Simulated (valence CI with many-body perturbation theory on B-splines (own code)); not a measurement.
## Which ion has this spectrum?

A relativistic CI+MBPT calculation for an atom or ion with 32 electrons gives these levels (eV):

```tsv
J	Parity	E	g
0	even	0.00	
1	even	36.47	1.50
2	even	39.78	1.19
2	even	78.74	1.30
0	even	86.12	
2	odd	105.69	1.64
1	odd	117.14	0.99
2	odd	139.24	1.51
3	odd	145.75	1.33
2	odd	149.58	0.88
0	odd	152.64	
1	odd	155.62	1.26
1	odd	160.56	1.39
2	odd	161.10	0.96
```

The energies are calculated, and their last digits are not significant.

Task: Which is it?
A. Nd28+
B. Gd32+
C. Eu31+
D. Pm29+

Result: C. Eu31+, ground level (4s^2 4p1/2^2) J=0.
